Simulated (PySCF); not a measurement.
# Working with the constants of GaF

RHF-CCSD(T) constants of GaF, ¹Σ⁺ (singlet), closed shell (PySCF, no relativity, basis sets Ga pcseg-1, F pcseg-1; masses 68.9256 and 18.9984 u):

```
ωe              : 626.5 cm⁻¹
ωexe            : 2.72 cm⁻¹
Be              : 0.34468 cm⁻¹
αe              : 0.00229 cm⁻¹
D (centrifugal) : 4.17e-07 cm⁻¹
De to Ga + F    : 5.70 eV
```

(1) Estimate the standard entropy (1 bar) and heat capacity of the ideal gas at 298.15 K, rigid rotor with B0 and harmonic oscillator at the fundamental.

Correlated steps freeze 10 core orbitals. Correlated levels converge slowly with the basis: in double zeta they bind strong bonds too weakly, by up to about 1 eV, and carry superposition errors of some tenths. Where the molecule has an RHF reference, its open-shell atoms are computed with UHF.

Answers

(1) Translation (Sackur–Tetrode, M = 87.92 u): 164.7 J/(mol K). Rotation: q = kT/(σB0) = 603 with σ = 1, 61.5. Vibration: x = hcν0/kT = 3.00, 1.74. S° = 228.0 J/(mol K); Cp = 7R/2 + 4.13 = 33.2 J/(mol K).
